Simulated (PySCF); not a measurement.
Species: C4H12SSi.
Bonds: C1–C2, C2–C3, C2–C4, C4–S5, S5–Si6. Hydrogens: H7, H8, H9 on C1; H10 on C2; H11, H12, H13 on C3; H14, H15 on C4; H16, H17, H18 on Si6.

The same species was optimised twice, with GFN2-xTB and with PBE0-D3(BJ)/def2-SVP (PySCF), and the same property calculations (PySCF, gas phase) were run on both structures.

| coordinate | GFN2-xTB | PBE0-D3(BJ)/def2-SVP | change |
| --- | --- | --- | --- |
| S5–Si6 (Å) | 2.142 | 2.138 | -0.004 |
| C4–S5 (Å) | 1.833 | 1.836 | +0.003 |
| C1–C2 (Å) | 1.525 | 1.522 | -0.003 |
| C2–C3 (Å) | 1.529 | 1.526 | -0.003 |
| C2–C4 (Å) | 1.526 | 1.527 | +0.001 |
| C4–S5–Si6 (°) | 104.8 | 101.8 | -3.0 |
| C1–C2–C3 (°) | 110.4 | 111.5 | +1.1 |
| C2–C4–S5 (°) | 113.7 | 114.7 | +1.0 |
| C1–C2–C4 (°) | 111.7 | 112.5 | +0.8 |
| C3–C2–C4 (°) | 109.1 | 109.3 | +0.2 |
| C1–C2–C4–S5 (°) | 73 | 63 | -10 |
| C2–C4–S5–Si6 (°) | -94 | -103 | -9 |

Rotational constants: A = 4123, B = 1192, C = 1020 MHz (GFN2-xTB) against A = 4063, B = 1159, C = 1038 MHz (PBE0-D3(BJ)/def2-SVP). Point groups within 0.08 Å: C1 and C1.

On the GFN2-xTB structure: HOMO (eV) -6.76 [PBE0/pcSseg-1]; LUMO (eV) 0.27 [PBE0/pcSseg-1]; dipole (D) 1.74 [PBE0/pcSseg-1]; GIAO shielding of C1/C3 (mean) (ppm) 162.9 [PBE0/pcSseg-1]; GIAO shielding of C2 (ppm) 148.4 [PBE0/pcSseg-1]; GIAO shielding of C4 (ppm) 137.7 [PBE0/pcSseg-1]; GIAO shielding of S5 (ppm) 695.2 [PBE0/pcSseg-1]; GIAO shielding of Si6 (ppm) 389.7 [PBE0/pcSseg-1].

Question: What do these properties become on the PBE0-D3(BJ)/def2-SVP structure?

Answer: 
```json
{"property": "HOMO (eV)", "level": "PBE0/pcSseg-1", "on GFN2-xTB": "-6.76", "on PBE0-D3(BJ)/def2-SVP": "-6.94", "change": "-0.18"}
{"property": "LUMO (eV)", "level": "PBE0/pcSseg-1", "on GFN2-xTB": "0.27", "on PBE0-D3(BJ)/def2-SVP": "0.22", "change": "-0.05"}
{"property": "dipole (D)", "level": "PBE0/pcSseg-1", "on GFN2-xTB": "1.74", "on PBE0-D3(BJ)/def2-SVP": "1.69", "change": "-0.05"}
{"property": "energy, GFN2-xTB geometry as zero (kcal/mol)", "level": "PBE0/pcSseg-1", "on GFN2-xTB": "0.0", "on PBE0-D3(BJ)/def2-SVP": "-2.2", "change": "-2.2"}
{"property": "GIAO shielding of C1/C3 (mean) (ppm)", "level": "PBE0/pcSseg-1", "on GFN2-xTB": "162.9", "on PBE0-D3(BJ)/def2-SVP": "161.1", "change": "-1.8"}
{"property": "GIAO shielding of C2 (ppm)", "level": "PBE0/pcSseg-1", "on GFN2-xTB": "148.4", "on PBE0-D3(BJ)/def2-SVP": "149.6", "change": "+1.2"}
{"property": "GIAO shielding of C4 (ppm)", "level": "PBE0/pcSseg-1", "on GFN2-xTB": "137.7", "on PBE0-D3(BJ)/def2-SVP": "140.2", "change": "+2.5"}
{"property": "GIAO shielding of S5 (ppm)", "level": "PBE0/pcSseg-1", "on GFN2-xTB": "695.2", "on PBE0-D3(BJ)/def2-SVP": "689.8", "change": "-5.4"}
{"property": "GIAO shielding of Si6 (ppm)", "level": "PBE0/pcSseg-1", "on GFN2-xTB": "389.7", "on PBE0-D3(BJ)/def2-SVP": "394.6", "change": "+4.9"}
```

The heavy atoms differ by 0.146 Å rms after alignment. Among the bonds compared C1–C2, C2–C3, C4–S5 and S5–Si6 change most and about equally (-0.004 to +0.003 Å). Changes are differences of the printed values. Neither structure is proved a minimum here.

Shape of the structure used: `[CH3:1][CH:2]([CH3:3])[CH2:4][S:5][SiH3:6]`: C1–C2–C4–S5 63°, C2–C4–S5–Si6 -103°.
